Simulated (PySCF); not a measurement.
C₆H₅, SMILES [c]1ccccc1, multiplicity 2.

Geometry optimised at PBE0-D3(BJ)/def2-SVP. The isomer is the one that the SMILES or the coordinates give; other isomers of the formula were not compared.

These are TDA-ωB97X/def2-SVPD in PySCF 2.14.0 values and carry that method's errors.

Vertical excitations. Isolated molecule, no solvent.

Computed excitation energies, oscillator strengths and character:
| state | energy (eV) | λ (nm) | f | main pairs |
|---|---|---|---|---|
| root 1 | 3.15 | 394 | 0.002 | β HOMO→LUMO 91 % |
| root 2 | 3.87 | 321 | 0.000 | β HOMO−1→LUMO 99 % |
| root 3 | 4.25 | 292 | 0.000 | α HOMO−1→LUMO 31 %, α HOMO−2→LUMO+1 17 %, β HOMO−1→LUMO+1 31 %, β HOMO→LUMO+2 16 % |
| root 4 | 4.88 | 254 | 0.000 | α HOMO−2→LUMO 29 %, α HOMO−1→LUMO+1 12 %, β HOMO→LUMO+1 55 % |
| root 5 | 5.04 | 246 | 0.000 | α HOMO−2→LUMO+1 33 %, α HOMO−1→LUMO 17 %, β HOMO→LUMO+2 31 %, β HOMO−1→LUMO+1 17 % |
| root 6 | 5.16 | 240 | 0.000 | α HOMO→LUMO 99 % |
| root 7 | 5.16 | 240 | 0.006 | α HOMO→LUMO+1 94 % |
| root 8 | 5.47 | 227 | 0.001 | α HOMO−1→LUMO+1 59 %, α HOMO−2→LUMO 17 %, β HOMO−1→LUMO+2 21 % |
| root 9 | 5.73 | 216 | 0.007 | α HOMO−2→LUMO 31 %, β HOMO−1→LUMO+2 43 %, β HOMO→LUMO+1 22 % |
| root 10 | 6.34 | 196 | 0.006 | β HOMO−2→LUMO 84 % |
Unrestricted roots are not spin-pure.
